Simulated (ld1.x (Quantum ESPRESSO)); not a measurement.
u(r) = r·R(r): atom against pseudo-atom (Rh)

Columns: radius, all-electron u(r) and pseudo u(r) of the 4d shell (level -25.74 eV) of rhodium in the configuration [Ar] 3d10 4s2 4p6 4d7 5s0 5p0; PBEsol, scalar-relativistic, TM scheme, ld1.x (Quantum ESPRESSO) 7.5.

```json
{"r (bohr)": "0.062", "all-electron": "0.0758", "pseudo": "-0.0010"}
{"r (bohr)": "0.125", "all-electron": "0.2675", "pseudo": "-0.0079"}
{"r (bohr)": "0.188", "all-electron": "0.4077", "pseudo": "-0.0258"}
{"r (bohr)": "0.250", "all-electron": "0.4359", "pseudo": "-0.0581"}
{"r (bohr)": "0.312", "all-electron": "0.3681", "pseudo": "-0.1064"}
{"r (bohr)": "0.375", "all-electron": "0.2354", "pseudo": "-0.1717"}
{"r (bohr)": "0.438", "all-electron": "0.0707", "pseudo": "-0.2508"}
{"r (bohr)": "0.500", "all-electron": "-0.0993", "pseudo": "-0.3380"}
{"r (bohr)": "0.562", "all-electron": "-0.2620", "pseudo": "-0.4296"}
{"r (bohr)": "0.625", "all-electron": "-0.4109", "pseudo": "-0.5218"}
{"r (bohr)": "0.688", "all-electron": "-0.5390", "pseudo": "-0.6083"}
{"r (bohr)": "0.750", "all-electron": "-0.6431", "pseudo": "-0.6843"}
{"r (bohr)": "0.812", "all-electron": "-0.7260", "pseudo": "-0.7486"}
{"r (bohr)": "0.875", "all-electron": "-0.7898", "pseudo": "-0.8010"}
{"r (bohr)": "0.938", "all-electron": "-0.8352", "pseudo": "-0.8401"}
{"r (bohr)": "1.000", "all-electron": "-0.8646", "pseudo": "-0.8663"}
{"r (bohr)": "1.062", "all-electron": "-0.8809", "pseudo": "-0.8814"}
{"r (bohr)": "1.125", "all-electron": "-0.8866", "pseudo": "-0.8866"}
{"r (bohr)": "1.188", "all-electron": "-0.8831", "pseudo": "-0.8831"}
{"r (bohr)": "1.250", "all-electron": "-0.8727", "pseudo": "-0.8727"}
{"r (bohr)": "1.312", "all-electron": "-0.8568", "pseudo": "-0.8568"}
{"r (bohr)": "1.375", "all-electron": "-0.8362", "pseudo": "-0.8362"}
{"r (bohr)": "1.438", "all-electron": "-0.8123", "pseudo": "-0.8123"}
{"r (bohr)": "1.500", "all-electron": "-0.7865", "pseudo": "-0.7865"}
{"r (bohr)": "1.562", "all-electron": "-0.7589", "pseudo": "-0.7589"}
{"r (bohr)": "1.625", "all-electron": "-0.7298", "pseudo": "-0.7298"}
```

Q: How many radial nodes do the two functions have?

A: The all-electron 4d function has n − l − 1 = 1; the pseudo-wave has 0, since the states of the same l below it are removed with the core.

Q: At about which radius was the pseudo-wave matched?

A: 1.25 bohr. The columns agree to 0.0005 from 1.06 bohr on; several derivatives are matched, so the curves merge somewhat inside the radius.

Q: Where does each function peak?

A: Outermost all-electron maximum near 1.12 bohr, pseudo maximum near 1.12 bohr (to the table’s step).

Q: Is the pseudo-wave norm-conserving?

A: Yes: the TM scheme keeps the norm inside the radius equal to the all-electron one, which fixes the energy derivative of the logarithmic derivative at the level.
